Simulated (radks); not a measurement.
Q: The antimony anion Sb3-, [Xe], held by a Watson sphere: a shell of charge +3 at radius R that stands for the Madelung well of a crystal (potential energy -3/R inside, -3/r outside, in hartree with lengths in bohr). Calculated with a radial shooting solver on a logarithmic mesh with Libxc functionals: scalar-relativistic Kohn-Sham, r2SCAN, spin-unpolarised, spherical densities, finite nucleus; meta-GGA in the generalised Kohn-Sham scheme; Fermi nuclear charge, rms radius of each element as measured or else 0.836 A^(1/3) + 0.57 fm.

R (bohr)  e(4d) (eV)  e(5s) (eV)  e(5p) (eV)  <r> 5p (bohr)  sum of <r^2> (bohr^2)  X-ray form factor at sin(theta)/lambda = 0.1 1/angstrom
2.72         -33.464     -14.922      -7.040          2.828                  88.11                                                   48.763
2.87         -33.110     -14.477      -6.795          2.887                  90.74                                                   48.663
3.02         -32.819     -14.059      -6.547          2.946                  93.42                                                   48.565
4.16         -31.577     -11.687      -4.798          3.382                  114.7                                                   47.940
4.25         -31.513     -11.552      -4.678          3.415                  116.5                                                   47.901

Estimate the row for R = 3.01 bohr.

A: e(4d) (eV) -32.837; e(5s) (eV) -14.086; e(5p) (eV) -6.563; <r> 5p (bohr) 2.942; sum of <r^2> (bohr^2) 93.24; X-ray form factor at sin(theta)/lambda = 0.1 1/angstrom 48.571.
